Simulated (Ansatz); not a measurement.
A run for Ansatz (a quantum-chemistry and plane-wave program): R-CCSD(T)/cc-pVTZ on CH5BO (SMILES BOC), a point of a torsion scan.

Ansatz 0.2 input:
```yaml
crystal:
  periodic: [false, false, false]
  atoms:
    - {symbol: B, position_ang: [1.33579399, -0.08643560, 0.24192279]}
    - {symbol: O, position_ang: [0.13558675, 0.31477156, 0.62600473]}
    - {symbol: C, position_ang: [-1.04675311, 0.09835166, -0.10757537]}
    - {symbol: H, position_ang: [1.52732158, -0.63563934, -0.78686938]}
    - {symbol: H, position_ang: [2.20480202, 0.15203963, 0.99026837]}
    - {symbol: H, position_ang: [-1.40454488, -0.92125344, 0.05745869]}
    - {symbol: H, position_ang: [-1.79902517, 0.80606556, 0.24392827]}
    - {symbol: H, position_ang: [-0.88336259, 0.23832911, -1.17935741]}
basis:
  gaussian:
    orbitals: cc-pVTZ
magnetization: {spin_polarized: false}
correlation: {method: ccsd_t, electrons: outside_noble_gas}
scf: {lower_state_search: off}
```

It printed:

```
WARN ansatz: RAYON_NUM_THREADS=1 ignored (pool sized by the plan → 1); use --threads N
Functional definition: HF
these checks for a lower state are left out or cut short: stability, starts, cluster_reference, orbital_swaps, neighbouring_geometries, increment
integrals: 0.42 GiB planned
913 factors; integrals over basis functions are off by at most 1.1e-3 eV
mean field: 0.32 GiB planned
mean field evaluation 1: about -3818.6071 eV, gradient 2.9e1 eV
mean field evaluation 2: about -3818.6086 eV, gradient 2.9e1 eV
mean field evaluation 4: about -3820.4565 eV, gradient 3.7e0 eV
mean field evaluation 8: about -3820.4889 eV, gradient 5.6e-5 eV
mean field -3820.48893378 eV, -140.4003786960 hartree, gradient 8.0e-7 eV, S^2 0.000000; 0 other end points of the search recorded, 0 dependent functions left out
3 core orbitals not correlated
reference -3820.48893378 eV, -140.4003786960 hartree; 9, 9 occupied and 148, 148 virtual orbitals, 913 factors
second order -14.12906071 eV of doubles, -0.00000000 eV of singles
coupled cluster: 1.25 GiB planned
cycle   1  -14.47474498 eV  change   -3.5e-1 eV  update   8.2e-2
cycle   2  -14.84171572 eV  change   -3.7e-1 eV  update   2.4e-2
cycle   3  -14.92691057 eV  change   -8.5e-2 eV  update   1.4e-2
cycle   4  -14.91608911 eV  change    1.1e-2 eV  update   4.2e-3
cycle   5  -14.91679080 eV  change   -7.0e-4 eV  update   2.1e-3
cycle   6  -14.91701718 eV  change   -2.3e-4 eV  update   4.9e-4
cycle   7  -14.91674982 eV  change    2.7e-4 eV  update   1.3e-4
cycle   8  -14.91675061 eV  change   -7.9e-7 eV  update   3.8e-5
cycle   9  -14.91675532 eV  change   -4.7e-6 eV  update   1.0e-5
perturbative correction -0.52255863 eV, -0.0192036756 hartree
Total energy: -3835.92824774 eV, -140.9677630188 hartree
Checks for a lower state left out: stability, starts, cluster_reference, orbital_swaps, neighbouring_geometries, increment
```

The run converged.

Cost: roughly 20 core-seconds.
